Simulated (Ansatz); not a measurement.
Spectroscopic constants of PO-, multiplicity 3 (lowest of 2S+1 = 1, 3, 5 at CCSD(T)/def2-TZVPP on PBE0 minima; our sources give no spin for the ground state, which may be another).

Constants: fifth-degree fit in 1/R to seven points, most abundant isotopes. Runs in def2 and cc sets follow the lowest solution found near the PBE0 minimum.

Correlated levels freeze the cores.

The values were computed with Ansatz (an electronic-structure program). Values without a source in brackets are computed.

Energies at B2PLYP/def2-TZVPP:

```json
[
 {"R (Å)": "1.434400", "E (hartree)": "-416.43575041"},
 {"R (Å)": "1.472959", "E (hartree)": "-416.44363846"},
 {"R (Å)": "1.508433", "E (hartree)": "-416.44773898"},
 {"R (Å)": "1.548535", "E (hartree)": "-416.44944548"},
 {"R (Å)": "1.588636", "E (hartree)": "-416.44867601"},
 {"R (Å)": "1.634907", "E (hartree)": "-416.44541079"},
 {"R (Å)": "1.688890", "E (hartree)": "-416.43921701"}
]
```

With a reduced mass of 10.5479 u, find the minimum, the force constant and the constants.

A fifth-degree polynomial in 1/R puts the minimum at r_e = 1.5547 Å with force constant 644 N/m. Then ω_e = (1/2πc)√(k/μ) = 1018 cm⁻¹ and B_e = h/(8π²cμr_e²) = 0.6612 cm⁻¹; the cubic and quartic terms give α_e = 0.0055 and ω_e x_e = 6.0 cm⁻¹.
